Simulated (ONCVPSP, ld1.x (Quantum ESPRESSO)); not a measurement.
# Potentials for V (Z = 23) compared

Generated with ld1.x 7.5 (TM, RRKJ, ultrasoft, PAW), atompaw 4.2 or ONCVPSP 4.0.1. The cutoff is in Ry: for ld1.x and atompaw files where the sum of valence levels is converged to 10 mRy in a Bessel basis, for ONCV files where the hardest occupied wave has 1 mHa per electron of residual kinetic energy. The error is the largest all-electron minus pseudo excitation energy over each file’s own four to seven test configurations (ionisations up to +4, promotions, holes and added fractions of an electron), all of which were solved. The labels leave out finer settings (local radius, basis sizes, second energies), which also bear on the numbers. Spin-polarised tests are not counted. The rows are a selection from randomly drawn settings: files with unsolved tests, undetermined cutoffs or missed reference levels are left out.

A true bound ghost makes a file unfit for plane-wave use even where its test errors are small: the radial tests pick states by their node count and pass the ghost by.

```csv
potential,cutoff (Ry),largest error (meV),bound ghosts
"ONCV, PBEsol, scalar-relativistic, rc 1.90/1.55/2.05 (spd), local smoothed, core correction yes, reference 3s2 3p6 3d3 4s2, qcut 5/10.1/8.7, projectors 3/2/2",52,-522,none
"PAW, PBEsol, scalar-relativistic, rc 1.50/1.45/1.75/1.75 (spdf), local smoothed, core correction yes, reference 3s2 3p6 3d3 4s2 4p0",40,+6.4,none
"ONCV, PBEsol, fully relativistic, rc 1.45/1.65/1.15 (spd), local smoothed, core correction yes, reference 3s2 3p6 3d3 4s1.75 4p0.25, qcut 8.6/7.2/9.5, projectors 2/2/3",307,+22,none
"ONCV, PBE, scalar-relativistic, rc 1.25/1.45/1.25 (spd), local d, core correction yes, reference 3s2 3p6 3d3 4s1, qcut 11.6/9.8/13.3, projectors 2/2/0",120,+3.0,"s, p"
"ONCV, PBEsol, scalar-relativistic, rc 2.40/2.25/1.30 (spd), local smoothed, core correction no, reference 3d4 4s1, qcut 2.4/3.6/13, projectors 2/1/1",111,-92,"s, p"
"ONCV, PBE, scalar-relativistic, rc 2.85/1.45/1.50 (spd), local smoothed, core correction yes, reference 3p6 3d3 4s1.5, qcut 3/8/10.5, projectors 3/2/1",79,-87,none
"ONCV, PBE, scalar-relativistic, rc 2.20/2.05/2.00 (spd), local smoothed, core correction yes, reference 3d3 4s0.5, qcut 3.3/3.7/6.9, projectors 3/2/2",46,+96,none
```

(1) Fill in the row for V: ONCV, LDA (Perdew-Wang 92), scalar-relativistic, rc 1.75/1.35/1.40 (spd), local smoothed, core correction yes, reference 3s2 3p6 3d3 4s1.5, qcut 6.2/9.2/12.7, projectors 2/3/2.

Results:

(1) cutoff 104 Ry, largest error +20 meV, bound ghosts: none.
